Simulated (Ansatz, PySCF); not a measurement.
Species: C$_{4}$H$_{5}$N, charge 0, singlet. C4H5N (SMILES C(/C)=C/C#N).
B3LYP-D3(BJ)/def2-TZVP minimum from Ansatz (a quantum-chemistry and plane-wave program):
```
C
C 1 1.3365
H 2 1.0826 1 120.89
H 1 1.0850 2 117.12 3 0.00
C 2 1.4241 3 115.94 1 -180.00
N 5 1.1531 3 152.15 2 180.00
C 1 1.4884 4 116.79 2 180.00
H 7 1.0890 1 112.12 4 -180.00
H 7 1.0936 8 108.70 1 -122.19
H 7 1.0936 8 108.70 9 -115.62
```

Atomisation energy term by term, kcal/mol (programs: Ansatz). Radicals and triplets start from unrestricted determinants; spin-orbit coupling is neglected. Cores are frozen in correlated methods. Rows without X2C or -DK are non-relativistic. CBS(X,Y): correlation extrapolated as X^-3, Hartree-Fock from the larger set. A bracket is a step between two methods taken in the basis named. '+ core + X2C': CCSD(T) terms for core correlation (cc-pwCVTZ) and scalar relativity (cc-pVTZ-DK). For partners of very few electrons the exact lower level stands in for a higher one. The restricted determinant of C4H5N (C/C=C\C#N, singlet) is unstable towards broken spin symmetry in at least one set run.

```json
[
 {"term": "Hartree-Fock", "basis": "cc-pVQZ", "kcal/mol": "764.16"},
 {"term": "CCSD correlation", "basis": "CBS(cc-pVTZ,cc-pVQZ)", "kcal/mol": "271.38"},
 {"term": "(T)", "basis": "CBS(cc-pVTZ,cc-pVQZ)", "kcal/mol": "21.83"},
 {"term": "CCSDT(Q) - CCSD(T)", "basis": "cc-pVDZ", "kcal/mol": "1.13"},
 {"term": "core correlation", "basis": "cc-pwCVTZ", "kcal/mol": "5.18"},
 {"term": "scalar relativity", "basis": "X2C, cc-pVTZ-DK", "kcal/mol": "-0.75"},
 {"term": "minus zero-point energy", "basis": "harmonic, PySCF's Hessian at B3LYP-D3(BJ)/def2-TZVP", "kcal/mol": "-49.57"},
 {"term": "sum: D0", "basis": "", "kcal/mol": "1013.4"}
]
```
